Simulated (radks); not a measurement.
Er7+, 61 electrons, occupied as [Kr] 4d10 4f10 5s2 5p3. All-electron calculation, Dirac Kohn-Sham, PBE, spin-unpolarised, spherical densities, point nucleus; open shells are shared between the two j in proportion to 2j + 1. Program: a radial shooting solver on a logarithmic mesh with Libxc functionals. Some entries of the table are withheld. Estimate them.

| orbital | occ. | eigenvalue (Ry) | <r^2> (bohr^2) |
|---|---|---|---|
| 1s1/2 | 2 | -4220.357 | 0.0005677 |
| 2s1/2 | 2 | -715.4052 | 0.008774 |
| 2p1/2 | 2 | -681.7348 | (1) |
| 2p3/2 | 4 | -614.3396 | (2) |
| 3s1/2 | 2 | -166.6573 | 0.05792 |
| 3p1/2 | 2 | (3) | 0.05361 |
| 3p3/2 | 4 | (4) | 0.06045 |
| 3d3/2 | 4 | (5) | 0.04763 |
| 3d5/2 | 6 | (6) | 0.04952 |
| 4s1/2 | 2 | -39.37790 | 0.2903 |
| 4p1/2 | 2 | -33.47333 | 0.3028 |
| 4p3/2 | 4 | -30.26814 | 0.3398 |
| 4d3/2 | 4 | (7) | 0.3799 |
| 4d5/2 | 6 | (8) | 0.3940 |
| 5s1/2 | 2 | -10.98092 | 1.502 |
| 5p1/2 | 1 | -9.16922 | 1.753 |
| 5p3/2 | 2 | -8.61542 | 1.946 |
| 4f5/2 | 4.28571 | -8.12631 | 0.5977 |
| 4f7/2 | 5.71429 | -8.03232 | 0.6109 |

Answer. 
(1) 2p1/2 <r^2> (bohr^2): 0.006329
(2) 2p3/2 <r^2> (bohr^2): 0.007548
(3) 3p1/2 eigenvalue (Ry): -151.8967
(4) 3p3/2 eigenvalue (Ry): -137.7410
(5) 3d3/2 eigenvalue (Ry): -112.5235
(6) 3d5/2 eigenvalue (Ry): -109.4303
(7) 4d3/2 eigenvalue (Ry): -20.54238
(8) 4d5/2 eigenvalue (Ry): -19.95492
